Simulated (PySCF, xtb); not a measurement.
B(H)(SMe)2 (C₂H₇BS₂), SMILES CSBSC. Other conformers were not sampled.

Harmonic wavenumbers (cm⁻¹) from GFN2-xTB (xtb) at its own minimum, in rising order: 66, 85, 107, 130, 153, 248, 267, 666, 715, 719, 738, 848, 937, 940, 954, 971, 1037, 1316, 1317, 1448, 1449, 1455, 1455, 2645, 3036, 3041, 3045, 3049, 3062, 3067.

Q: What does PySCF with B3LYP-D3(BJ)/def2-SVP give at its own minimum? (An estimate is asked for; the answer gives what the named calculation found.)

A: 50, 80, 109, 134, 175, 257, 286, 702, 705, 758, 764, 873, 954, 962, 970, 995, 1087, 1332, 1336, 1453, 1453, 1453, 1454, 2613, 3054, 3054, 3161, 3161, 3163, 3163. Paired by order, the mean absolute difference is 29 cm⁻¹ and the zero-point energies are 55.7 and 56.8 kcal/mol.
